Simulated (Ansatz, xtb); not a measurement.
System: C4H8 (charge 0, singlet). SMILES: C/C=C/C
Coordinates optimised at B3LYP-D3(BJ)/def2-TZVP (Ansatz, a first-principles code):
```xyz
12

C     -1.9511     0.1325    -0.0440
C     -0.5069     0.2933     0.3131
C      0.5069    -0.2933    -0.3131
C      1.9511    -0.1325     0.0440
H     -2.0781    -0.5365    -0.8965
H     -2.4059     1.0950    -0.2963
H     -2.5235    -0.2738     0.7952
H     -0.2899     0.9466     1.1559
H      0.2899    -0.9466    -1.1559
H      2.0781     0.5365     0.8965
H      2.5235     0.2738    -0.7952
H      2.4059    -1.0950     0.2963
```
Charge 0, spin multiplicity 1.

Harmonic wavenumbers from GFN2-xTB (xtb, at its own minimum), cm⁻¹: 144, 183, 244, 279, 500, 709, 920, 988, 1007, 1016, 1061, 1124, 1150, 1282, 1297, 1402, 1406, 1481, 1481, 1487, 1492, 1750, 2993, 2994, 3008, 3009, 3035, 3038, 3045, 3057.

Problem. Give the harmonic wavenumbers at B3LYP-D3(BJ)/def2-TZVP (Ansatz, finite differences of forces, unscaled).

Solution. 177, 231, 246, 284, 504, 763, 878, 992, 999, 1071, 1074, 1079, 1170, 1335, 1338, 1415, 1416, 1479, 1480, 1489, 1497, 1742, 3016, 3016, 3055, 3056, 3091, 3092, 3113, 3123 cm⁻¹. Zero-point energy 67.5 kcal/mol.

Problem. From these and the geometry, give the ideal-gas thermochemistry at 298.15 K and 1 atm (rigid rotor, harmonic oscillator).

Solution. Point group C2h, rotational symmetry number 2. Rotational constants 35.02, 3.736, 3.522 GHz. S(trans) 38.00, S(rot) 22.68, S(vib) 9.12, S(elec, spin only) 0.00, S 69.8 cal/(mol K). H(298) - H(0) 4.03 kcal/mol; G - E(el) 50.7 kcal/mol.
